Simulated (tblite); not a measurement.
C₂H₄NO (SMILES [CH2]C(N)=O), doublet, geometry from GFN2-xTB; GFN1-xTB in tblite.

Here is a job for tblite.
```
$ tblite run mol.xyz --method gfn1 --charge 0 --spin 1 --guess eeq --json tblite.json --no-restart

# file mol.xyz
8

O      0.26454729     1.29773969     0.28038356
C     -0.00493724     0.12821280     0.02873673
N      0.98714613    -0.78717018    -0.20832170
C     -1.33891368    -0.38189073    -0.04047884
H      0.79601498    -1.74930651    -0.41636310
H     -1.54281494    -1.41283947    -0.26342944
H     -2.15856718     0.28838609     0.13621077
H      1.94207144    -0.47589881    -0.17078220
```

What the program printed (banner, timings and long lists left out):

```
xTB calculator
 | screened Coulomb repulsion
 | Coulomb electrostatics
 |  * isotropic Klopman-Ohno-Mataga-Nishimoto electrostatics
 |  * onsite third-order electrostatics
 | DFT-D3(BJ) dispersion correction

halogen bonding energy    0.0000000000000E+00 Eh
repulsion energy          1.5486665807817E-01 Eh
dispersion energy        -1.8906731954542E-03 Eh
number of electrons       2.3000000000000E+01 e
integral cutoff           1.9731147476801E+01 bohr

------------------------------------------------------------
  cycle        total energy    energy error   density error
------------------------------------------------------------
      1     -14.11237523623  -1.4265351E+01   5.7051499E-01
      2     -14.20981648219  -9.7441246E-02   3.3918298E-01
      3     -14.21351074159  -3.6942594E-03   1.6025282E-01
      4     -14.21987943549  -6.3686939E-03   2.1048329E-02
      5     -14.22054094553  -6.6151004E-04   3.9639423E-03
      6     -14.22055681327  -1.5867735E-05   1.1131171E-03
      7     -14.22055767476  -8.6149222E-07   3.9169890E-04
      8     -14.22055773630  -6.1538930E-08   3.8967312E-04
      9     -14.22055798887  -2.5257512E-07   2.3081681E-05
     10     -14.22055798941  -5.4235194E-10   9.2108311E-06
------------------------------------------------------------

electronic energy        -1.4373533974297E+01 Eh
total energy             -1.4220557989414E+01 Eh

Post processing:
 | Mayer-Wiberg bond orders

[Info] JSON dump of results written to 'tblite.json'
```
